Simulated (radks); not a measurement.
The krypton ion Kr3+, 33 electrons, occupied as [Ar] 3d9.5 4s2 4p3 4d0.5 (fractional occupations, a model configuration).

Calculated with a radial shooting solver on a logarithmic mesh with Libxc functionals: scalar-relativistic Kohn-Sham, OLYP, spin-polarised, spherical densities, point nucleus; open shells are filled with parallel spins first.

Energy parts (Ry):
| part | energy |
|---|---|
| total | -5573.72837 |
| kinetic | 5701.83803 |
| electron-nucleus | -13329.40725 |
| Hartree | 2246.19439 |
| exchange-correlation | -192.35354 |

Orbitals (lengths in bohr, moments of r in powers of bohr; <r^-3> diverges for s and p1/2; r(max) is where P^2 peaks):
orbital  occ.  eigenvalue (Ry)       <r^4>   r(max)      <r>  <r^-3>
1s up       1        -1044.348  0.00001387  0.02708  0.04149       -
1s down     1        -1044.325  0.00001387  0.02708  0.04149       -
2s up       1        -141.0315    0.002721   0.1542   0.1835       -
2s down     1        -140.9680    0.002718   0.1542   0.1834       -
2p up       3        -125.1701    0.001968   0.1234   0.1601    1495
2p down     3        -125.1090    0.001965   0.1234   0.1601    1495
3s up       1        -23.11333      0.1607   0.4658   0.5272       -
3s down     1        -23.02702      0.1602   0.4661   0.5274       -
3p up       3        -18.05023      0.1888   0.4615   0.5361   225.7
3p down     3        -17.95904      0.1875   0.4619   0.5361   225.0
3d up       5         -9.68729      0.2737   0.4074   0.5443   27.81
3d down   4.5         -9.58012      0.2657   0.4080   0.5427   27.84
4s up       1         -4.67484       7.985    1.283    1.433       -
4s down     1         -4.32261       8.572    1.273    1.442       -
4p up       3         -3.47325       13.11    1.417    1.605   27.13
4p down     0         -3.13669       15.68    1.417    1.654   26.22
4d up     0.5         -1.80743       50.31    1.827    2.178   2.137
4d down     0         -1.60821       73.93    2.033    2.417   1.581

The highest occupied level is 4d up at -24.591 eV. The configuration is held as typed, so some empty levels lie below it. Spin moment in Bohr magnetons: 4. Summed over all electrons, <r^2> = 22.55 bohr^2, which gives a Langevin (diamagnetic) susceptibility term of -17.9 x 10^-6 cm^3/mol.
